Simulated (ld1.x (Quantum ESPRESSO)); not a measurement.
aluminium (Al): one change to an ultrasoft potential, before and after

* Element: aluminium (Al)
* Generator: ld1.x (Quantum ESPRESSO) 7.5
* Type: ultrasoft
* Functional: PBE
* Relativity: non-relativistic
* Frozen core: [Ne]
* Valence charge: 3
* Reference configuration: 3s2 3p1
* Partial waves: 3s (bound): rcut 1.80, rcutus 2.30 bohr; 3s channel at 3.4 Ry: rcut 1.80, rcutus 2.30 bohr; 3p (bound): rcut 1.65, rcutus 1.90 bohr; 3p channel at 0.45 Ry: rcut 1.65, rcutus 1.90 bohr
* Local potential: all-electron potential smoothed inside 1.60 bohr (lloc = -1)
* Core correction: none
* Augmentation charge: PSQ, inside the norm-conserving radii

Change: waves 3p (bound): rcut 1.65, rcutus 2.36 bohr; 3p channel at 0.45 Ry: rcut 1.65, rcutus 2.36 bohr.

Cutoffs: the cutoffs (Ry, on a coarse ladder) from which the occupation-weighted sum of valence levels, in a spherical-Bessel basis at the reference potential, stays within 10 and 1 mRy of its value at 400 Ry; they do not see the model core or the augmentation charge, which bear on the density cutoff. Errors are all-electron minus pseudo energies relative to the spin-unpolarised reference configuration.

**Question.** How do hardness, ghosts and transferability respond?

**Answer.** Both files are very soft, the changed one slightly harder (loose and tight cutoff 6 and 6 Ry → 6 and 8 Ry on this coarse ladder); of the 7 tests that both files solve, the error grows in 0 and shrinks in 6 by more than 15 % and 0.3 meV (median size 8.7 → 7.0 meV); neither file shows a bound ghost. That the errors move this way runs against the usual rule that smaller radii transfer better.

```tsv
quantity	base	changed
cutoff, loose	6 Ry	6 Ry
cutoff, tight	6 Ry	8 Ry
bound ghosts	none	none
error for 3s2 3p0, meV [ΔE 5.77 eV]	+7.1	+1.5
error for 3s1 3p0, meV [ΔE 24.96 eV]	+18	+15
error for 3s2 3p0.5, meV [ΔE 2.09 eV]	+1.1	+0.2
error for 3s2 3p1.3, meV [ΔE -0.58 eV]	+0.2	+0.1
error for 3s1 3p2, meV [ΔE 5.11 eV]	+18	+11
error for 3s0 3p3, meV [ΔE 10.38 eV]	+80	+54
error for 3s1 3p1, meV [ΔE 11.54 eV]	+8.7	+7.0
lowest overlap eigenvalue by channel	s 0.73, p 0.78	s 0.73, p 0.77
```
